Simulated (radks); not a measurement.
Question: The dysprosium ion Dy14+, configuration [Kr] 4d(3/2: 3, 5/2: 6) 4f(5/2: 5, 7/2: 0) 5s2 (not the ground configuration). Method: Dirac Kohn-Sham, relativistic LDA (MacDonald-Vosko exchange, VWN5 correlation), spin-unpolarised, spherical densities, finite nucleus; Fermi nuclear charge, rms radius 5.2218 fm; computed with a radial shooting solver on a logarithmic mesh with Libxc functionals.

Spin-orbit splittings of the eigenvalues, e(l+1/2) - e(l-1/2), with zeta = 2 splitting/(2l+1) and mean radii in bohr:

shell  occ.  splitting (eV)  zeta (eV)  <r> j=l-1/2  <r> j=l+1/2
2p        6           791.0      527.3      0.07460      0.08162
3p        6           164.6      109.8       0.2242       0.2375
3d       10               ?          ?       0.2097       0.2138
4p        6           39.11      26.07       0.5289       0.5563
4d        9           7.490      2.996       0.5737       0.5824
4f        5           1.413     0.4037       0.6169       0.6209

Estimate the 3d splitting.

Answer: 36.16 eV (zeta = 14.46 eV).
